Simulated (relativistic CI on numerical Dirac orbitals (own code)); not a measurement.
Hg³⁺: 4d photoemission

Computed with this model: Dirac-Coulomb-Breit CI, KLI orbitals optimised for each configuration, a model potential for QED, valence Slater integrals scaled by 0.8, multiplet model of photoemission in the sudden approximation; configurations [Xe] 4f14 5d9 → [Kr] 4d9 4f14 5s2 5p6 5d9; 300 K; Lorentzian 3.5 eV and Gaussian 0.6 eV FWHM. Energies are those of the free ion, without screening or charge transfer. The energies are binding energies and can lie tens of eV above those of solids. S is read from ⟨S²⟩ = S(S + 1).

Field parameters in Wybourne normalisation: Oh B⁴₀ = 21Dq, B⁴₄ = √(5/14) B⁴₀. The field is a parameter set, without covalency.

free ion: ground-state S = 0.50, centroid 413.14 eV. Peaks (eV, height): 405.2 (100), 424.8 (74).

Oh, 10Dq = 31700 cm⁻¹: ground-state S = 0.50, centroid 413.21 eV. Peaks (eV, height): 405.2 (100), 424.8 (70).

Strongest unbroadened transitions for Oh, 10Dq = 31700 cm⁻¹:

| Energy (eV) | Relative strength |
| --- | --- |
| 404.35 | 33.6 |
| 404.70 | 99.2 |
| 404.74 | 100.0 |
| 405.15 | 99.4 |
| 405.28 | 66.2 |
| 405.32 | 96.9 |
| 405.38 | 98.5 |
| 405.55 | 99.6 |
| 406.27 | 66.7 |
| 406.94 | 31.7 |
| 408.90 | 5.3 |
| 424.28 | 33.6 |
| 424.72 | 99.9 |
| 424.75 | 99.8 |
| 424.80 | 99.8 |
| 425.23 | 99.9 |
| 425.39 | 66.9 |
| 425.62 | 32.9 |
